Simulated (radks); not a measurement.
Neutral praseodymium inside a hard spherical wall (all orbitals vanish at R), configuration held at [Xe] 4f3 6s2 and not refilled when levels cross. Calculated with a radial shooting solver on a logarithmic mesh with Libxc functionals: scalar-relativistic Kohn-Sham, r2SCAN, spin-unpolarised, spherical densities, finite nucleus; meta-GGA in the generalised Kohn-Sham scheme; Fermi nuclear charge, rms radius 4.8919 fm. Eigenvalues in eV, with the zero of energy where the potential of the charges vanishes at infinity; a dash marks a level that is unbound or too diffuse for the functional's potential to be trusted. A positive occupied level is held by the wall or, in an anion where self-interaction has pushed it up, behind a barrier. The pressure on the wall is -dE/dV.

| R (bohr) | E (hartree) | kinetic (hartree) | e(5s) | e(5p) | e(6s) | e(5d, empty) | e(6p, empty) | e(4f) | pressure (GPa) |
|---|---|---|---|---|---|---|---|---|---|
| free | -9237.9077 | 9811.016 | -40.321 | -22.318 | -3.524 | -1.893 | -1.153 | -0.914 | 0 |
| 10 | -9237.9031 | 9811.053 | -40.063 | -22.063 | -3.327 | -1.675 | -0.746 | -0.660 | 0.0983 |
| 8 | -9237.8800 | 9811.185 | -39.378 | -21.395 | -2.688 | -1.081 | 0.377 | 0.016 | 0.892 |
| 7 | -9237.8411 | 9811.364 | -38.651 | -20.695 | -1.835 | -0.409 | 1.784 | 0.743 | 2.79 |
| 5 | -9237.4941 | 9812.680 | -35.458 | -17.703 | 4.117 | 3.109 | 10.693 | 4.124 | 38.2 |
| 4 | -9236.6911 | 9815.691 | -31.287 | -13.687 | 15.532 | 8.686 | 25.910 | 8.997 | 212 |
| 3.5 | -9235.6165 | 9819.689 | -27.127 | -9.375 | 28.797 | 14.810 | 42.297 | 14.092 | 592 |
| 3 | -9233.2085 | 9828.250 | -19.642 | -1.055 | 54.642 | 26.507 | 72.538 | 23.146 | 1880 |
| 1.5 | -9149.8227 | 10073.682 | 164.87 | 209.89 | 582.30 | 279.50 | 629.69 | 153.18 | 241000 |
